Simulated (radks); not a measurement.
All-electron atom: Sm XIV in [Kr] 4d10 4f1 5s2.

All-electron calculation, scalar-relativistic Kohn-Sham, LB94 model potential, spin-polarised, spherical densities, finite nucleus; open shells are filled with parallel spins first (spin-orbit coupling, left out, can overturn this in heavy ions); Fermi nuclear charge, rms radius 5.0819 fm. Program: a radial shooting solver on a logarithmic mesh with Libxc functionals.

Energy parts (hartree):
part                   energy
kinetic            11123.2594
electron-nucleus  -24814.9330
Hartree             3540.0360
(The LB94 potential has no energy functional, so no total or exchange-correlation energy is given.)

Orbitals (lengths in bohr, moments of r in powers of bohr; r(max) is where P^2 peaks):
| orbital | occ. | eigenvalue (hartree) | <r^2> | <1/r> | <r> | r(max) |
|---|---|---|---|---|---|---|
| 1s down | 1 | -1732.069 | 0.0007028 | 68.87 | 0.02271 | 0.01448 |
| 1s up | 1 | -1732.069 | 0.0007028 | 68.87 | 0.02271 | 0.01448 |
| 2s down | 1 | -292.0586 | 0.01107 | 15.95 | 0.09684 | 0.08207 |
| 2s up | 1 | -292.0579 | 0.01107 | 15.95 | 0.09684 | 0.08207 |
| 2p down | 3 | -261.8379 | 0.008877 | 14.98 | 0.08528 | 0.06627 |
| 2p up | 3 | -261.8374 | 0.008877 | 14.98 | 0.08528 | 0.06627 |
| 3s down | 1 | -72.28945 | 0.07389 | 5.828 | 0.2544 | 0.2337 |
| 3s up | 1 | -72.28739 | 0.07390 | 5.828 | 0.2545 | 0.2337 |
| 3p down | 3 | -62.81597 | 0.07385 | 5.503 | 0.2526 | 0.2291 |
| 3p up | 3 | -62.81450 | 0.07387 | 5.503 | 0.2526 | 0.2291 |
| 3d down | 5 | -49.94187 | 0.06224 | 5.228 | 0.2302 | 0.1876 |
| 3d up | 5 | -49.94058 | 0.06226 | 5.228 | 0.2302 | 0.1876 |
| 4s up | 1 | -22.04122 | 0.3651 | 2.492 | 0.5694 | 0.5348 |
| 4s down | 1 | -22.00937 | 0.3651 | 2.492 | 0.5694 | 0.5348 |
| 4p up | 3 | -18.87472 | 0.4052 | 2.311 | 0.5980 | 0.5566 |
| 4p down | 3 | -18.84346 | 0.4053 | 2.310 | 0.5981 | 0.5566 |
| 4d up | 5 | -14.41249 | 0.4644 | 2.077 | 0.6356 | 0.5749 |
| 4d down | 5 | -14.38214 | 0.4646 | 2.077 | 0.6357 | 0.5750 |
| 5s up | 1 | -9.63079 | 1.464 | 1.196 | 1.147 | 1.113 |
| 5s down | 1 | -9.60654 | 1.466 | 1.196 | 1.147 | 1.114 |
| 4f up | 1 | -9.49304 | 0.5546 | 1.750 | 0.6867 | 0.5490 |
| 4f down | 0 | -9.46499 | 0.5549 | 1.751 | 0.6868 | 0.5489 |

The highest occupied level is 4f up at -258.32 eV. The electron density at the nucleus is 5.574e+05 e/bohr^3 (large components only).
